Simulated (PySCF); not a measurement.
C2H3BFNO2, SMILES COB(F)N=C=O. Atoms are numbered in the order given.

```xyz
10

B      0.5833     0.5381     0.0000
F      1.9077     0.4107     0.0000
N     -0.2413    -0.6378     0.0000
C     -0.3329    -1.8422     0.0000
O     -0.5128    -2.9974     0.0000
O      0.0743     1.7794     0.0000
C     -1.3111     2.0667     0.0000
H     -1.5525     2.6630     0.8931
H     -1.5525     2.6630    -0.8931
H     -1.9196     1.1487     0.0000
```
Charge 0, spin multiplicity 1.

Geometry: r2SCAN-D4/def2-SVP. This is a generated structure with no PubChem entry under its InChIKey; it may be hypothetical. One conformer was computed; it need not be the lowest.

These are PBE/def2-TZVP run with PySCF values and carry that method's errors.

Isolated molecule, no solvent.

The total energy comes out as -407.78739 hartree and the point group is Cs. The highest occupied level is -7.54 eV and the lowest empty level is -1.28 eV. The orbital gap is 6.26 eV and the dipole moment is 2.37 D. The quadrupole, principal values (traceless, Buckingham form, about the centre of nuclear charge) is -9.76, 4.35, 5.42 D·Å and the mean static polarisability is 51.8 bohr³ (7.68 Å³). The polarisability, principal values is 34.4, 44.8, 76.3 bohr³.
